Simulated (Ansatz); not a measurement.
`C[S][Ti]([F])([F])[Cl]` + HBr → `[F][Ti]([F])([Cl])[Br]` + CH₃SH at 700 K and 1 bar (ligand exchange at a Ti–S bond).

Computed with Ansatz on PBE0-D4/def2-TZVP structures; ΔE is electronic, products minus reactants. CCSD(T)/CBS adds triple-zeta CCSD(T) − MP2 to the extrapolated MP2 energy (def2 sets, frozen cores). This one scheme is used for every species. For Br, Ti outer-core shells are correlated without core-valence functions, which leaves a few kJ/mol of doubt a bond. Scalar relativity is left out up to krypton. One conformer a species, not always the lowest.

```tsv
species	CCSD(T)/CBS energy (Eh)	H − E (kJ/mol)	S (J/(mol·K))
`C[S][Ti]([F])([F])[Cl]`	-1946.16025	203.6	531.0
HBr	-2573.91920	36.5	223.7
`[F][Ti]([F])([Cl])[Br]`	-4081.86855	79.1	445.7
CH₃SH	-438.22835	160.2	309.0
```

H − E and S are ideal-gas, rigid-rotor, harmonic terms from PBE0-D4/def2-TZVP, for one conformer and one mirror image of each species. 1 Eh = 2625.50 kJ/mol, R = 8.31446 J/(mol·K).

Question: By hand: ΔE, ΔH, ΔS and ΔG.

Answer: ΔE = (-4081.86855) + (-438.22835) − (-1946.16025) − (-2573.91920) = -0.01745 Eh = -45.8 kJ/mol. Δ(H − E) = 79.1 + 160.2 − 203.6 − 36.5 = -0.8, so ΔH = -46.6 kJ/mol. ΔS = 445.7 + 309.0 − 531.0 − 223.7 = 0.0 J/(mol·K). ΔG = -46.6 − 700 × (0.0)/1000 = -46.6 kJ/mol.

Question: By hand: the equilibrium constant, and the temperature at which ΔG would vanish if ΔH and ΔS stayed fixed.

Answer: log₁₀ K = −ΔG/(RT ln 10) = 3.5. With ΔH or ΔS at zero there is no such temperature.

The number of gas molecules stays the same, so ΔS is small and ΔH decides. A doubt of 5 kJ/mol in ΔE shifts log₁₀ K by 0.4 here. Other conformers and mirror images would add mixing entropy, several J/(mol·K) or more a flexible species. Modes under 60 cm⁻¹, often nearly free rotors, make the harmonic entropy too high. These are equilibria of isolated gas molecules and say nothing of rates. Largest T1 diagnostic: 0.025 (customary marks: 0.02 for closed shells, 0.045 for open ones).

ΔS is within the doubt of such terms, so its sign, and with it that verdict, could turn.
